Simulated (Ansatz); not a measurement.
Sn6S6⁺. Total charge 1; doublet. Geometry PBE-D4/def2-SVP, that of the neutral singlet.

```tsv
atom	x (Å)	y (Å)	z (Å)
Sn1	-1.7587	-0.8687	1.2338
Sn2	-2.1362	0.2516	-2.4400
Sn3	1.0364	-1.6820	-1.2093
Sn4	1.9648	-0.8660	2.4454
Sn5	-0.9671	2.7106	-0.0678
Sn6	2.2443	1.8020	0.0278
S7	3.2887	-0.4729	0.2287
S8	0.4258	1.0770	-1.8254
S9	0.2098	1.1691	1.8039
S10	-3.0498	1.3182	-0.2383
S11	0.4581	-2.5156	1.2410
S12	-1.7161	-1.9232	-1.1998
```

In the def2 sets Sn takes a core potential; there is no spin–orbit coupling. The structure comes from a short search, and lower isomers may exist.

Task: Estimate the α-spin orbital energies around the gap (eV) in Ansatz with PBE-D4/def2-SVP, PBE0-D4/def2-SVP.

Result: 
```tsv
orbital	PBE-D4/def2-SVP	PBE0-D4/def2-SVP
HOMO−5	-9.69	-10.77
HOMO−4	-9.66	-10.67
HOMO−3	-9.46	-10.53
HOMO−2	-9.26	-10.19
HOMO−1	-9.14	-10.02
HOMO	-9.03	-9.95
LUMO	-6.60	-6.00
LUMO+1	-6.56	-6.00
LUMO+2	-6.14	-5.53
LUMO+3	-5.99	-5.42
LUMO+4	-5.85	-5.24
LUMO+5	-5.75	-5.12
β HOMO	-9.08	-9.89
β LUMO	-8.79	-8.56
```
